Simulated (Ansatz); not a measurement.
Computed with Ansatz on PBE0-D4/def2-TZVP structures; ΔE is electronic, products minus reactants. CBS: MP2 limit from def2 TZ/QZ plus the TZ coupled-cluster correction, frozen cores. Functionals use def2-TZVPP. B3LYP here is the variant with VWN-RPA as its local correlation; programs differ in this. One conformer a species, not always the lowest.

Reaction (ligand exchange at the Si–S bond): `N=C(F)S[SiH2]F` + `N[Si](O)(O)F` → `O[Si](O)(F)N[SiH2]F` + `N=C(F)S`

`N=C(F)S[SiH2]F`:

```xyz
9

N     2.445   -0.416    0.777
C     1.291   -0.135    0.418
F     0.925    1.159    0.397
S    -0.019   -1.195   -0.093
Si   -1.514    0.311   -0.478
F    -2.766   -0.550   -0.960
H     2.628   -1.413    0.760
H    -1.884    1.032    0.756
H    -1.106    1.207   -1.577
```

`N[Si](O)(O)F`:

Cartesian coordinates in Å:
```
N -0.668 -0.957 -0.744
Si 0.299 0.047 0.206
O -0.695 0.652 1.347
O 1.067 1.148 -0.718
F 1.509 -0.669 0.954
H -0.327 -1.358 -1.601
H -1.403 -1.505 -0.331
H -0.292 0.950 2.163
H 0.512 1.693 -1.276
```

`O[Si](O)(F)N[SiH2]F`:

Z-matrix (Å, degrees):
```
Si
O 1 1.628
F 1 1.591 2 108.9
O 1 1.620 2 106.3 3 -120.7
N 1 1.703 2 115.5 3 117.3
H 2 0.958 1 118.1 3 -54.6
H 4 0.958 1 117.3 2 30.8
Si 5 1.713 1 129.9 2 -114.6
H 5 1.011 1 114.9 2 61.0
F 8 1.602 5 111.3 1 81.5
H 8 1.480 5 108.1 1 -161.7
H 8 1.475 5 110.6 1 -36.7
```

`N=C(F)S`:

```xyz
6

N    -0.857   -0.489   -0.781
C    -0.188   -0.462    0.267
F    -0.363   -1.423    1.171
S     1.041    0.632    0.902
H    -0.656    0.281   -1.407
H     1.022    1.461   -0.152
```

```
             level  ΔE (kJ/mol)  difference from CCSD(T)/CBS
            PBE-D4        -11.2                          7.9
         r2SCAN-D4        -15.7                          3.4
           PBE0-D4        -14.4                          4.7
          B3LYP-D4        -21.0                         -1.9
           ωB97X-V        -18.6                          0.5
           ωB97M-V        -19.0                          0.1
            B2PLYP        -20.4                         -1.3
               PBE        -10.4                          8.7
            r2SCAN        -15.3                          3.8
              PBE0        -13.6                          5.5
             B3LYP        -20.0                         -0.9
     HF/def2-TZVPP        -29.8                        -10.7
    MP2/def2-TZVPP        -19.6                         -0.5
SCS-MP2/def2-TZVPP        -22.5                         -3.4
   CCSD/def2-TZVPP        -24.2                         -5.1
CCSD(T)/def2-TZVPP        -22.2                         -3.1
     HF/def2-QZVPP        -30.8                        -11.7
    MP2/def2-QZVPP        -18.2                          0.9
SCS-MP2/def2-QZVPP        -21.0                         -1.9
      HF/CBS(def2)        -30.9                        -11.8
     MP2/CBS(def2)        -16.6                          2.5
    CCSD/CBS(def2)        -21.1                         -2.0
       CCSD(T)/CBS        -19.1                            0
```

Largest T1 diagnostic among the species: 0.014.

From PBE to PBE0 (25 % exact exchange), in def2-TZVPP and without D4, ΔE moves by −3.1 kJ/mol. In def2-TZVPP, CCSD(T) changes the Hartree–Fock value by +7.6 kJ/mol (the triples alone add +2.0 kJ/mol) and MP2 by +10.2 kJ/mol.

CCSD(T)/CBS has its own doubt, a few kJ/mol and more with outer-core shells, so smaller differences from it don't rank the levels.
